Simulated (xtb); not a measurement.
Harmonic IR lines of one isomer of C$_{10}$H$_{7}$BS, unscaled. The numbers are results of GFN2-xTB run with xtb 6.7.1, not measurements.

wavenumber (cm⁻¹): 648 (w), 657 (w), 680 (w), 807 (w), 814 (vs), 829 (w), 842 (w), 1075 (m), 1144 (w), 1213 (s), 1229 (w), 1288 (w), 1346 (vw), 1413 (w), 1497 (s), 1535 (w), 1577 (vw), 2646 (vs), 2687 (s), 3088 (w), 3100 (w), 3120 (w)

Question: Name which structure gives these lines.
(A) `Bc1cc2cc(C#C)ccc2s1`
(B) `Bc1c(C#C)ccc2sccc12`
(C) `Bc1cc2ccsc2cc1C#C`
(D) `Bc1cc(C#C)c2ccsc2c1`

Answer: A, `Bc1cc2cc(C#C)ccc2s1`
